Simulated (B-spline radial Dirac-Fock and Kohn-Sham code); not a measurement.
**EELS cross sections of the Fe L3 (2p3/2) edge**

System: neutral iron, [Ar] 3d6 4s2. Level of theory: the first Born approximation with generalised oscillator strengths from a Dirac-Hartree-Slater potential (longitudinal and transverse terms; continuum final states only, so no white lines or fine structure); a radial finite-basis atomic code. The edge is taken at 706.8 eV (tabulated value).

Input file task.json (cfg lists n, l and occupation; rrms is the nuclear radius in fm):

```json
{"items": [{
  "Z": 26,
  "q": 0,
  "cfg": [[1, 0, 2], [2, 0, 2], [2, 1, 6], [3, 0, 2], [3, 1, 6], [3, 2, 6], [4, 0, 2]],
  "A": 56,
  "rrms": 3.7377,
  "do": "eels",
  "beams": [[60, 5], [60, 10], [60, 50], [60, 100], [80, 100], [100, 5], [100, 50], [120, 20], [200, 5], [200, 10], [200, 50], [200, 100], [300, 5], [300, 20]],
  "edges": {"L3": 706.8}
}]}
```

Command: `python xray2_run.py task.json out`

Partial cross sections σ(β, Δ) in barn, integrated over a window Δ above the edge and up to the collection semi-angle β, for parallel illumination:

```
E₀ (kV)  β (mrad)  Δ = 25 eV  Δ = 50 eV  Δ = 100 eV  Δ = 200 eV  Δ = 300 eV
     60         5        145        290         520         814         980
     60        10        373        755        1370        2190        2670
     60        50       1130       2330        4340        7270        9230
     60       100          ?          ?           ?           ?           ?
     80       100       1110       2290        4320        7370        9530
    100         5        195        395         714        1130        1370
    100        50        901       1850        3470        5860        7500
    120        20        618       1270        2350        3880        4880
    200         5        251        511         935        1510        1870
    200        10        405        829        1530        2520        3150
    200        50        669       1380        2590        4410        5680
    200       100        687       1420        2670        4570        5920
    300         5        278        566        1040        1700        2120
    300        20        512       1050        1970        3300        4200
```

Q: Give the row for 60 kV and 100 mrad.

A: 1320 b for 25 eV, 2710 b for 50 eV, 5100 b for 100 eV, 8690 b for 200 eV, 11200 b for 300 eV.

Values without a named source are computed, but for edge energies of neutral atoms, which are taken from tables.
